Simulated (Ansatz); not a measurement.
C₅H₁₄NSi, doublet, geometry from GFN2-xTB, atoms displaced at random by about 0.03 Å a coordinate; PBE0/STO-3G, gradient (Ansatz, a first-principles code).

Here is a job for Ansatz.
Ansatz 0.2 input:
```yaml
crystal:
  periodic: [false, false, false]
  atoms:
    - {symbol: C, position_ang: [2.55105025, -0.85532765, -0.70379139]}
    - {symbol: C, position_ang: [1.12034758, -1.09501824, -0.55550107]}
    - {symbol: N, position_ang: [0.19620792, -0.18078728, -0.02972735]}
    - {symbol: Si, position_ang: [0.62804426, 1.43131312, 0.34275548]}
    - {symbol: C, position_ang: [-1.16738746, -0.62355373, -0.02374533]}
    - {symbol: C, position_ang: [-1.72654868, -0.70107856, 1.37268622]}
    - {symbol: C, position_ang: [-2.06915749, 0.27300931, -0.92693905]}
    - {symbol: H, position_ang: [3.07948350, -0.79670144, 0.31533295]}
    - {symbol: H, position_ang: [3.01005424, -1.50134249, -1.34378182]}
    - {symbol: H, position_ang: [2.71729745, 0.24872277, -1.09954388]}
    - {symbol: H, position_ang: [0.85332411, -2.10889626, -0.66255670]}
    - {symbol: H, position_ang: [0.85186481, 2.32906579, -0.81929547]}
    - {symbol: H, position_ang: [-0.47037394, 2.00401697, 1.17432084]}
    - {symbol: H, position_ang: [1.81757287, 1.44764505, 1.26014748]}
    - {symbol: H, position_ang: [-1.26538242, -1.62742252, -0.46674103]}
    - {symbol: H, position_ang: [-2.75635655, -1.24469566, 1.38689447]}
    - {symbol: H, position_ang: [-1.85112763, 0.21918560, 1.82178052]}
    - {symbol: H, position_ang: [-1.03785945, -1.35714561, 2.01583669]}
    - {symbol: H, position_ang: [-1.69212724, 0.29020816, -1.89799693]}
    - {symbol: H, position_ang: [-2.14835409, 1.24463586, -0.49694120]}
    - {symbol: H, position_ang: [-3.07103809, -0.22715015, -0.96387482]}
basis:
  gaussian:
    orbitals: STO-3G
hamiltonian:
  xc: pbe0
magnetization: {spin_polarized: true, initial_magnetization: 1}
output: {forces: true}
```

Q: What does Ansatz print? Leave out banner, timings and long lists.

A: 
```
Functional definition: PBE0
722 factors; integrals over basis functions are off by at most 3.4e-5 eV
mean field evaluation 1: about -14592.3533 eV, gradient 1.2e1 eV
mean field evaluation 2: about -14593.0601 eV, gradient 7.8e0 eV
mean field evaluation 4: about -14593.4506 eV, gradient 3.9e-1 eV
mean field evaluation 8: about -14593.3998 eV, gradient 1.3e-2 eV
mean field -14593.39982809 eV, -536.2975519205 hartree, gradient 3.6e-5 eV, S^2 0.753085; 0 other end points of the search recorded, 0 dependent functions left out
the calculation of the forces begins
reference -14593.39985141 eV, -536.2975527776 hartree; 33, 32 occupied and 20, 21 virtual orbitals, 722 factors
Total energy: -14593.39985141 eV, -536.2975527776 hartree
Atom 0 at     2.551050    -0.855328    -0.703791 Å, force     0.445546     7.083878     3.427428 eV/Å
Atom 1 at     1.120348    -1.095018    -0.555501 Å, force    -0.009219    -0.217937    -0.677905 eV/Å
Atom 2 at     0.196208    -0.180787    -0.029727 Å, force     1.463652    -0.709501    -0.342134 eV/Å
Atom 3 at     0.628044     1.431313     0.342755 Å, force     0.568226     2.617392     1.897591 eV/Å
Atom 4 at    -1.167387    -0.623554    -0.023745 Å, force    -2.095673    -0.072648    -1.431921 eV/Å
Atom 5 at    -1.726549    -0.701079     1.372686 Å, force    -1.350861    -5.579214     1.406687 eV/Å
Atom 6 at    -2.069157     0.273009    -0.926939 Å, force    -1.802090    -2.279337     2.065366 eV/Å
Atom 7 at     3.079483    -0.796701     0.315333 Å, force    -0.270224    -0.603722    -1.409439 eV/Å
Atom 8 at     3.010054    -1.501342    -1.343782 Å, force     1.837065    -2.681836    -2.284221 eV/Å
Atom 9 at     2.717297     0.248723    -1.099544 Å, force    -0.155578    -2.507292     0.496582 eV/Å
Atom 10 at     0.853324    -2.108896    -0.662557 Å, force    -1.155417    -1.544471     0.011858 eV/Å
Atom 11 at     0.851865     2.329066    -0.819295 Å, force    -0.065712    -0.663065     0.598839 eV/Å
Atom 12 at    -0.470374     2.004017     1.174321 Å, force     0.735565    -0.409660    -0.859473 eV/Å
Atom 13 at     1.817573     1.447645     1.260147 Å, force    -0.857627    -0.069883    -1.095412 eV/Å
Atom 14 at    -1.265382    -1.627423    -0.466741 Å, force     0.591330    -0.157400     0.028685 eV/Å
Atom 15 at    -2.756357    -1.244696     1.386894 Å, force     1.993519     1.202889    -0.189635 eV/Å
Atom 16 at    -1.851128     0.219186     1.821781 Å, force    -0.246786     2.909457     1.390760 eV/Å
Atom 17 at    -1.037859    -1.357146     2.015837 Å, force    -1.035108     1.222697    -0.907173 eV/Å
Atom 18 at    -1.692127     0.290208    -1.897997 Å, force     1.024551     0.345618    -2.401999 eV/Å
Atom 19 at    -2.148354     1.244636    -0.496941 Å, force    -0.278880     1.327771     0.236752 eV/Å
Atom 20 at    -3.071038    -0.227150    -0.963875 Å, force     0.663720     0.786262     0.038766 eV/Å
Dipole moment:    -0.145433     0.070956     0.007525 e Å
```
